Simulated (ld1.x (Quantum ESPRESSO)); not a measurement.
# Reading a pseudo-wave (cadmium)

Columns: radius, all-electron u(r) and pseudo u(r) of the 4s shell (level -110.11 eV) of cadmium in the configuration [Ar] 3d10 4s2 4p6 4d10 5s1.5 5p0; revPBE, scalar-relativistic, RRKJ scheme, ld1.x (Quantum ESPRESSO) 7.5.

```json
{"r (bohr)": "0.098", "all-electron": "-0.4397", "pseudo": "-0.0694"}
{"r (bohr)": "0.195", "all-electron": "0.3984", "pseudo": "-0.1552"}
{"r (bohr)": "0.292", "all-electron": "0.6777", "pseudo": "-0.2774"}
{"r (bohr)": "0.390", "all-electron": "0.2298", "pseudo": "-0.4574"}
{"r (bohr)": "0.488", "all-electron": "-0.3943", "pseudo": "-0.6978"}
{"r (bohr)": "0.585", "all-electron": "-0.8788", "pseudo": "-0.9583"}
{"r (bohr)": "0.682", "all-electron": "-1.1550", "pseudo": "-1.1634"}
{"r (bohr)": "0.780", "all-electron": "-1.2488", "pseudo": "-1.2487"}
{"r (bohr)": "0.878", "all-electron": "-1.2142", "pseudo": "-1.2142"}
{"r (bohr)": "0.975", "all-electron": "-1.1074", "pseudo": "-1.1074"}
{"r (bohr)": "1.072", "all-electron": "-0.9680", "pseudo": "-0.9680"}
{"r (bohr)": "1.170", "all-electron": "-0.8201", "pseudo": "-0.8201"}
{"r (bohr)": "1.268", "all-electron": "-0.6799", "pseudo": "-0.6799"}
{"r (bohr)": "1.365", "all-electron": "-0.5559", "pseudo": "-0.5559"}
{"r (bohr)": "1.463", "all-electron": "-0.4481", "pseudo": "-0.4481"}
{"r (bohr)": "1.560", "all-electron": "-0.3587", "pseudo": "-0.3587"}
{"r (bohr)": "1.658", "all-electron": "-0.2844", "pseudo": "-0.2844"}
{"r (bohr)": "1.755", "all-electron": "-0.2247", "pseudo": "-0.2247"}
{"r (bohr)": "1.852", "all-electron": "-0.1767", "pseudo": "-0.1767"}
{"r (bohr)": "1.950", "all-electron": "-0.1381", "pseudo": "-0.1381"}
{"r (bohr)": "2.047", "all-electron": "-0.1078", "pseudo": "-0.1078"}
{"r (bohr)": "2.145", "all-electron": "-0.0838", "pseudo": "-0.0838"}
{"r (bohr)": "2.242", "all-electron": "-0.0651", "pseudo": "-0.0651"}
{"r (bohr)": "2.340", "all-electron": "-0.0504", "pseudo": "-0.0504"}
{"r (bohr)": "2.438", "all-electron": "-0.0389", "pseudo": "-0.0389"}
{"r (bohr)": "2.535", "all-electron": "-0.0301", "pseudo": "-0.0301"}
```

Task: How many radial nodes do the two functions have?

Result: The all-electron 4s function has n − l − 1 = 3 (the table is too coarse to show those close to the nucleus); the pseudo-wave has 0, since the states of the same l below it are removed with the core.

Task: At about which radius was the pseudo-wave matched?

Result: 0.90 bohr. The columns agree to 0.0005 from 0.78 bohr on; several derivatives are matched, so the curves merge somewhat inside the radius.

Task: Where does each function peak?

Result: Outermost all-electron maximum near 0.78 bohr, pseudo maximum near 0.78 bohr (to the table’s step).

Task: Is the pseudo-wave norm-conserving?

Result: Yes: the RRKJ scheme keeps the norm inside the radius equal to the all-electron one, which fixes the energy derivative of the logarithmic derivative at the level.
